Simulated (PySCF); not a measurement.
## Xe(2+) (xenon, charge +2): UHF calculation

Configuration: [Kr] 4d10 5s2 5p3 6s1, high-spin 5S determinant (an excited configuration). Computed with PySCF 2.14 in aug-cc-pVTZ-DK3, with the spin-free X2C one-electron Hamiltonian (Gaussian nucleus).

```
Total energy                        : -7441.489910 hartree
One-electron energy                 : -10144.9912 hartree
Hartree (Coulomb) energy            : 2888.8000 hartree
Exchange energy                     : -185.2988 hartree
⟨S²⟩                                : 6.0012
⟨L²⟩                                : 0.000
Sum of ⟨r⟩                          : 34.70 bohr
Sum of ⟨r²⟩                         : 56.39 bohr²
Langevin diamagnetic susceptibility : -44.7 ×10⁻⁶ cm³/mol
```

| shell | electrons | mean orbital energy (eV) | rms radius, mean of both spins (bohr) |
| --- | --- | --- | --- |
| 1s α | 1 | -34747.0 | 0.0305 |
| 1s β | 1 | -34746.7 | 0.0305 |
| 2s α | 1 | -5532.3 | 0.124 |
| 2s β | 1 | -5532.1 | 0.124 |
| 2p α | 3 | -4964.1 | 0.111 |
| 2p β | 3 | -4963.9 | 0.111 |
| 3s α | 1 | -1196.5 | 0.326 |
| 3s β | 1 | -1196.1 | 0.326 |
| 3p α | 3 | -1008.0 | 0.326 |
| 3p β | 3 | -1007.5 | 0.326 |
| 3d α | 5 | -726.80 | 0.304 |
| 3d β | 5 | -726.61 | 0.304 |
| 4s α | 1 | -256.06 | 0.761 |
| 4s β | 1 | -255.10 | 0.761 |
| 4p α | 3 | -193.49 | 0.815 |
| 4p β | 3 | -192.48 | 0.815 |
| 4d α | 5 | -99.001 | 0.940 |
| 4d β | 5 | -98.299 | 0.940 |
| 5s α | 1 | -53.706 | 1.88 |
| 5s β | 1 | -44.641 | 1.88 |
| 5p α | 3 | -36.617 | 2.16 |
| 6s α | 1 | -15.365 | 4.41 |

The outer electron is Rydberg-like, and this basis confines it to a smaller radius and binds it less than a complete one would.

Densities and radii are taken from the X2C orbitals without a picture-change correction, which distorts them close to the nucleus.

Spin-orbit constants ζ (cm⁻¹) from the X2C one-electron operator on these orbitals: bare nucleus, nucleus screened by l(l+1)(2l+1)/3 electrons, and screened by the Breit-Pauli mean field of the electrons.

| shell | bare | screened nucleus | mean field |
| --- | --- | --- | --- |
| 2p | 1726000 | 1662000 | n/a |
| 3p | 332200 | 319900 | n/a |
| 3d | 50690 | 41300 | n/a |
| 4p | 63580 | 61230 | n/a |
| 4d | 7503 | 6114 | n/a |
| 5p | 8148 | 7846 | n/a |
